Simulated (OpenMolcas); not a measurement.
# Pt2+ in CaO

Pt2+ with its 6 nearest oxide ions at 2.259 Å, on the Ca site of CaO (a = 4.8105 Å, distance in the model lattice 2.405 Å). The rest of the host is ab initio model potentials to 7.6 Å, with orthogonalisation functions on the cations behind the ligands, and point charges beyond; the distance is set by hand and nothing relaxes. Ligand basis ANO-RCC-VDZP.
```
Pt    0.0000    0.0000    0.0000
O     2.2590    0.0000    0.0000
O     0.0000    2.2590    0.0000
O    -2.2590    0.0000    0.0000
O     0.0000   -2.2590    0.0000
O     0.0000    0.0000    2.2590
O     0.0000    0.0000   -2.2590
```

```
Program             : OpenMolcas 26.06
Method              : SS-CASPT2, IPEA 0.25 Eh, imaginary shift 0.1 Eh (closed shells correlated: 5s 5p and the ligand valence shells)
Basis               : ANO-RCC-VTZP [8s7p5d3f1g]
Scalar Hamiltonian  : DKH2, point nucleus
Active space        : 8 electrons in 5 orbitals (5d)
State averaging     : 2S+1 = 3 even, 10 roots; 2S+1 = 1 even, 15 roots
Spin-orbit coupling : state interaction with AMFI integrals over the reference wave functions
```

The lowest spin-free states (labels of O, the rotations of Oh), above the lowest:

```tsv
State	Degeneracy	E (cm-1)
3A2	1	0
1E	2	6040
1A1	1	13520
3T2	3	21720
3T1	3	27000
1T2	3	28030
1T1	3	30460
3T1	3	44870
1E	2	51140
1T2	3	51210
1A1	1	62930
```

The lowest levels with spin-orbit coupling:

```csv
E (cm-1),Degeneracy,Label,2S+1
0,3,T2,3
5610,2,E,1
13070,1,A1,1 (85 %)
19770,2,E,3
20030,3,T1,3
22480,3,T2,3 (81 %)
25750,1,A2,3
28770,1,A1,3 (85 %)
29200,3,T2,3 (60 %)
29240,3,T1,3
30860,3,T2,3 (66 %)
31590,2,E,3 (88 %)
33530,3,T1,1 (84 %)
43680,1,A1,3 (86 %)
47080,3,T1,3
48320,3,T2,3 (69 %)
48430,2,E,3
55220,2,E,1 (85 %)
55850,3,T2,1 (75 %)
68620,1,A1,1 (86 %)
```

Powder χT (cm3 K/mol): 1.48 at 2 K, 1.48 at 10 K, 1.48 at 50 K, 1.48 at 100 K, 1.49 at 200 K, 1.49 at 300 K. The effective moment at 300 K is 2.828 √(χT) = 3.46 μB.

The lowest level has 2S+1 = 3, for which the spin-only value is χT = S(S+1) / 2 = 1.000 cm3 K/mol (g = 2). The computed 1.494 at 300 K differs by +0.494, through orbital momentum, spin-orbit coupling and any other state in reach.

A least-squares ligand-field fit to the states below 45000 cm-1, each weighted by its degeneracy and with a free common offset, gives 10Dq = 21538 cm-1, B = 510 cm-1 and C = 1385 cm-1 (C/B = 2.72), with an rms deviation of 300 cm-1.

The same method and metal basis give the free ion B = 677 cm-1 (fit to its terms below 60000 cm-1, rms deviation 447 cm-1), so the nephelauxetic ratio is β = 510 / 677 = 0.75; it hangs on how both fits weigh the states, and computed free-ion B values tend to be too large, so β mixes covalency with correlation.

Roots that are degenerate in the reference are averaged as groups; the widest CASPT2 spread within a group is 64 cm-1 (the 3-fold group of multiplicity 1 near 28000 cm-1 above the lowest state of its run). Shifts and gaps below about the spread of the groups concerned are not significant. Over all roots computed the reference weight is 0.67 to 0.68; a low but even weight reflects the number of correlated electrons. Real 4d8 and 5d8 ions are as a rule square planar and diamagnetic. The least metal-like active orbital is 81 % on the metal (Löwdin) and no ligand orbital is active, so the numbers are rough. Ligand-to-metal charge-transfer states are missing. With no ligand orbital active B as a rule stays too high, so bands that hang on it stand too high and its fall with covalency is understated. With one d shell and no ligand orbital active, 10Dq can be off by a tenth or more. No measured value stands beside these numbers; the geometry was set by hand and not optimised.
